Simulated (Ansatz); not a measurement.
The same isomerisation along the group F, Cl, Br.

Program: Ansatz. Geometries: PBE0-D4/def2-TZVP. ΔE: electronic, gas phase. CBS: MP2 limit from def2 TZ/QZ plus the TZ coupled-cluster correction, frozen cores. This one scheme is used for every species. Functionals use def2-TZVPP. For Br outer-core shells are correlated without core-valence functions, which leaves a few kJ/mol of doubt a bond. Scalar relativity is left out up to krypton. One conformer a species, not always the lowest.

```
                             reaction  CCSD(T)/CBS(def2) (kcal/mol)
  `C[SiH2][SiH2]F` → `F[SiH2]C[SiH3]`                          -5.0
`C[SiH2][SiH2]Cl` → `[SiH3]C[SiH2]Cl`                             ?
`C[SiH2][SiH2]Br` → `[SiH3]C[SiH2]Br`                          -2.1
```

(1) Fill in the missing values. (An estimate is asked.)

Largest T1 diagnostic: 0.012, for `C[SiH2][SiH2]F`.

Answers

(1) The calculation gave: `C[SiH2][SiH2]Cl` → `[SiH3]C[SiH2]Cl`: -2.8 kcal/mol.
